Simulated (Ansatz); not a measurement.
Basis sets compared for the cluster In₄Sb₃⁺. The state is a singlet with charge 1. Geometry PBE-D4/def2-SVP. Ansatz on 4 threads of Arm Neoverse V1 on a shared host; times are rough, and most runs start from earlier orbitals.

```xyz
7

In   -0.116   -0.870    2.042
In   -0.575    2.311    2.085
In    1.651    0.520   -3.030
In   -2.662   -1.692    0.260
Sb    1.868    0.644    0.282
Sb    0.637   -1.717   -0.795
Sb   -0.803    0.803   -0.844
```

In the def2 sets In, Sb take a core potential; there is no spin–orbit coupling. The structure comes from a short search, and lower isomers may exist.

```tsv
level	functions	energy (Eh)	HOMO (eV)	LUMO (eV)	wall time
PBE-D4/def2-SVP	182	-1481.4043	-8.36	-6.63	4.5 s
PBE0-D4/def2-SVP	182	-1481.4060	-9.03	-6.11	9.5 s
```

(1) Estimate the rows for PBE-D4/def2-TZVP, PBE0-D4/def2-TZVP.

## Answers

(1) 
```csv
level,functions,energy (Eh),HOMO (eV),LUMO (eV),wall time
PBE-D4/def2-TZVP,350,-1481.4503,-8.33,-6.60,12 s
PBE0-D4/def2-TZVP,350,-1481.4480,-8.99,-6.07,35 s
```
